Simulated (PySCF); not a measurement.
# Correlation energy of Os⁵⁰⁺ (osmium, charge +50)

[Ar] 3d8, high-spin 3F determinant. Calculation: PySCF 2.14, in an uncontracted even-tempered set (17 s from 12 bohr⁻², ratio 2.5; 13 p from 15 bohr⁻², ratio 2.5; 7 d from 15 bohr⁻², ratio 2.5; 4 f from 62 bohr⁻², ratio 2.7; 3 g from 93 bohr⁻², ratio 2.7); the spin-free X2C one-electron Hamiltonian (Gaussian nucleus). Frozen: [Ne]; 16 electrons correlated; the 27 highest virtual orbitals of each spin left out.

MP2 pair energies summed by pair of shells (mhartree):

| pair | energy | share (%) |
| --- | --- | --- |
| 3d-3d | -252.62 | 38.6 |
| 3p-3d | -241.36 | 36.9 |
| 3p-3p | -69.46 | 10.6 |
| 3s-3d | -48.20 | 7.4 |
| 3s-3p | -37.03 | 5.7 |
| 3s-3s | -5.36 | 0.8 |

Total MP2 correlation energy: -654.03 mhartree.

At this charge the one-electron X2C treatment keeps the bare 1/r₁₂, with no two-electron picture change or Breit term. The effect here is smaller than on the frozen 1s shell; and a scalar Hamiltonian misses the large spin-orbit splitting of the p shells, which matters for ns² → np² pairs.

Spin-orbit coupling is strong in this species, so the high-spin LS determinant is a model state.
